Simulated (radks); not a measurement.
Question: Radial electron density D(r) = 4 pi r^2 rho(r) of an atom or ion with 20 electrons. All-electron calculation, Dirac Kohn-Sham, PBE, spin-unpolarised, spherical densities, point nucleus. Program: a radial shooting solver on a logarithmic mesh with Libxc functionals.

r (bohr),D(r) (e/bohr)
0.003309,4.530
0.00414,6.557
0.005179,9.346
0.006479,13.07
0.008106,17.84
0.01014,23.64
0.01259,29.94
0.01575,36.60
0.0197,42.35
0.02465,45.93
0.03083,46.40
0.03858,43.90
0.04788,40.49
0.0599,39.13
0.07494,42.59
0.09375,49.84
0.1173,55.01
0.1467,51.38
0.1836,38.77
0.2278,26.48
0.285,22.73
0.3566,26.20
0.4461,25.88
0.5582,17.26
0.6983,7.119
0.8667,1.794
1.084,0.2253
1.356,0.01271

What is the nuclear charge?

Answer: Z = 37. The innermost maximum, from 1s, lies near gamma/Z bohr with gamma = sqrt(1 - (Z/c)^2) = 0.963, here 0.026 bohr (found: 0.0285), and its height grows with Z. The density is that of the rubidium ion Rb17+ in [Ar] 3d2; the configuration itself is not fixed sharply by these data, and Z only to a few units. D(r) has 3 maxima, at r = 0.0285, 0.122, 0.399 bohr, and minima at 0.0575, 0.276 bohr, inside which lie 2.06, 10.70 electrons.
